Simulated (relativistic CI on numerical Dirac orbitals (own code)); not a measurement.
As II: what numerical and physical settings do to a radial Dirac CI calculation

Reference input:

```
atom As  Z=33  charge=1  electrons=32
nucleus A=75  rms_radius_fm=4.0968
hamiltonian dirac-coulomb  breit=on  qed=on  c_scale=1
orbitals kli  potential=per-configuration
slater_scale 1
correlation none
mixing on
grid step=0.0125 r_max=100.6
scf mixing=0.4 start=green max_iterations=150 tolerance=2e-08 node_fill=0.05
configurations
  [Ar] 3d10 4s2 4p2
  [Ar] 3d10 4s 4p3
  [Ar] 3d10 4s2 4p 4d
  [Ar] 3d10 4s2 4p 4f
  [Ar] 3d10 4s2 4p 5s
end
```

Computed lowest total energy -2257.38684 Ha, first excitation 1001.0 cm⁻¹, 58 SCF steps. Runs with settings changed; * marks those that are bad on purpose (the QED terms keep the true α when c is scaled):

```tsv
Changed	Outcome	Lowest level	ΔE (Ha)	First excitation (cm⁻¹)	SCF steps	Message
end of the grid at 150.9 bohr, Slater scale 1.2	converged	4s2 4p2 3P_0	-0.00472	975.8	58	
nuclear radius 5.3258 fm, SCF mixing 0.9	converged	4s2 4p2 3P_0	0.00974	1001.0	55	
speed of light × 2, SCF tolerance 1e-05, QED terms off	converged	4s2 4p2 3P_0	17.6	213.0	46	
Breit term off	converged	4s2 4p2 3P_0	-1.06	1027.4	58	
SCF tolerance 1e-14 *	not converged				176	SCF of 1s2 2s2 2p6 3s2 3p6 3d10 4s2 4p 4f did not converge
node fill of the KLI weights 5 *	converged	4s2 4p2 3P_0	0.333	1259.1	61
```

With so few configurations and no correlation, terms lie too far apart (by 10 to 50 % near neutrality), their order can be wrong, and levels of other configurations are missing.
